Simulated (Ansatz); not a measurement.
GaMe2(OMe) (C3H9GaO). Charge 0, multiplicity 1. Geometry r2SCAN-D4/def2-SVP, basis def2-TZVP, Ansatz.

```tsv
atom	x (Å)	y (Å)	z (Å)
C1	-0.998	-0.961	1.276
C2	2.403	-0.132	0.536
C3	-1.303	0.997	-1.659
Ga4	0.470	-0.137	0.265
O5	0.003	0.799	-1.197
H6	-0.631	-1.504	2.160
H7	-1.553	-1.671	0.641
H8	-1.716	-0.195	1.612
H9	2.665	0.399	1.466
H10	2.898	0.373	-0.307
H11	2.801	-1.157	0.623
H12	-2.076	0.498	-1.039
H13	-1.414	0.615	-2.692
H14	-1.550	2.076	-1.684
```

```
run  HOMO (eV)  LUMO (eV)
  A      -6.13      -1.32
  B      -5.97      -1.07
  C      -6.25      -0.79
  D      -8.88       0.61
  E      -7.03      -0.63
  F      -7.43      -0.27
```

HSE06 is defined as in plane-wave codes, on full-range PBE exchange.

The runs used CAM-B3LYP, HSE06, LDA (SPW92), PBE, PBE0, r2SCAN. Estimate which is which.

A LDA (SPW92) (0 % exact exchange); B PBE (0 % exact exchange); C r2SCAN (0 % exact exchange); D CAM-B3LYP (range-separated); E HSE06 (range-separated); F PBE0 (25 % exact exchange). Exact exchange lowers occupied and raises empty levels; among semilocal functionals meta-GGAs tend to open the gap a little, and such runs are hard to tell apart. The gap grows from 4.81 eV (LDA (SPW92)) to 9.49 eV (CAM-B3LYP).
